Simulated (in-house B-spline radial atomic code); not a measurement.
## One electron outside the [Kr] 4d10 5s2 5p6 core: neutral caesium

Computed with a B-spline radial code for spherical atoms, no-pair Dirac-Coulomb Hamiltonian, finite nucleus. Rungs: frozen-core Dirac-Hartree-Fock (DHF); Brueckner orbitals from the second-order correlation potential; the same with the Coulomb interaction screened by the core and the hole-particle interaction summed; Breit and QED terms from differences of relaxed Dirac-Fock atoms, where computed. Partial waves beyond l = 6 are extrapolated. The tables show a selection of states; those near core-excited levels, with erratic corrections or far from their DHF start are never shown.

The lowest nd levels tend to come out too strongly bound in this method, by some 0.05 to 0.2 eV for each d electron where measurements exist, which shifts their lines and rates.

Command:
```bash
python run_mb.py task.json out
```
Settings (nuclear radius in fm, box in bohr, cutoff in hartree):
```
basis_form          2
Z                   55
core_configuration  [Kr] 4d10 5s2 5p6
rms_radius          4.8041
mass_number         133
speed_of_light      137.036
box_radius          166.387
lmax                6
intervals           72
virtual_cutoff      6050.0
```

Cost of the run: 2.8 min on 1 thread of Intel(R) Xeon(R) 6975P-C (shared host).

Removal energies (cm⁻¹):

```csv
state,DHF,second order,screened,Breit + QED,final,measured
6s1/2,27954,32458,31565,-20.3,31545,31406
6p1/2,18791,20557,20291,-6.94,20284,20228
6p3/2,18389,19956,19722,-2.47,19720,19674
5d3/2,14138,17644,17280,13.2,17293,16907
5d5/2,14163,17481,17174,14.5,17188,16810
7s1/2,12112,13081,12890,-5.66,12885,12871
7p1/2,9223,9735,9657,-2.49,9655,9641
7p3/2,9079,9543,9473,-0.905,9472,9460
6d3/2,7920,?,?,?,?,?
6d5/2,7921,8947,8867,6.54,8874,8775
8s1/2,6793,7164,7090,-,-,-
4f7/2,6864,6942,6934,-,-,-
4f5/2,6864,?,?,?,?,?
8p1/2,5513,5736,5701,-,-,-
8p3/2,5446,5649,5617,-,-,-
7d3/2,4965,5432,5393,-,-,-
7d5/2,4963,5406,5371,-,-,-
5f7/2,4394,4440,4435,-,-,-
5f5/2,4394,4440,4435,-,-,-
6f7/2,3051,3080,3077,-,-,-
6f5/2,3051,3080,3077,-,-,-
```

(1) What does correlation do to 6d3/2?

(2) What does correlation do to 4f5/2?

(3) How much does each rung gain against experiment?

Electric-dipole lines from 6s1/2 (reduced matrix elements in atomic units, length form, static core polarisation, sign of DHF taken positive):

```csv
upper,DHF,+ core polarisation,+ Brueckner,λ (nm),A (s⁻¹)
6p1/2,5.278,4.974,4.503,888,2.93e+07
6p3/2,7.426,7.013,6.337,845.64,3.36e+07
7p1/2,0.3717,0.2387,0.2605,456.83,7.21e+05
7p3/2,0.6947,0.5088,0.5537,453.05,1.67e+06
8p1/2,0.1326,0.04983,0.06972,386.94,8.5e+04
```

(4) What radiative lifetime does 7p1/2 get from its electric-dipole decays?

Magnetic hyperfine constants per unit nuclear g factor (MHz, nucleus as a uniformly magnetised ball; they apply to isotopes with nuclear spin):

| state | DHF | + core polarisation | + Brueckner | measured A/g |
| --- | --- | --- | --- | --- |
| 6s1/2 | 1930 | 2325 | 3162 | - |
| 6p1/2 | 218.1 | 273.1 | 392.1 | - |
| 6p3/2 | 32.42 | 57.96 | 80.67 | 68.28 |
| 7s1/2 | 530.2 | 637.9 | 736.4 | 741.1 |
| 7p1/2 | 78.09 | 97.07 | 125.3 | 128.1 |
| 7p3/2 | 11.71 | 20.78 | 26.3 | 22.55 |

(5) What is the static scalar polarisability of 6s1/2?

Answers

(1) It adds 1084 cm⁻¹ to the removal energy in second order and 992 cm⁻¹ with screening; Breit and QED add 5.89 cm⁻¹, for a final 8918 cm⁻¹ (measured 8818).

(2) It adds 78.04 cm⁻¹ to the removal energy in second order and 69.75 cm⁻¹ with screening, giving 6933 cm⁻¹ before Breit and QED terms, which weren't computed for this state.

(3) Mean relative error over all 10 computed levels with a measured value, shown above or not (NIST Handbook of Basic Atomic Spectroscopic Data (Sansonetti and Martin, J. Phys. Chem. Ref. Data 34, 1559 (2005))): DHF 9.09 %, second order 2.23 %, screened, with Breit and QED where computed, 0.81 %.

(4) The rates to lower computed states sum to 5.98e+06 s⁻¹, a lifetime of 167 ns.

(5) 397.4 bohr³: 15.81 from the core and 381.6 from the valence electron, Pauli blocking included. Recommended: 400.9 bohr³ (Schwerdtfeger and Nagle, table of static dipole polarizabilities (2023 update)).
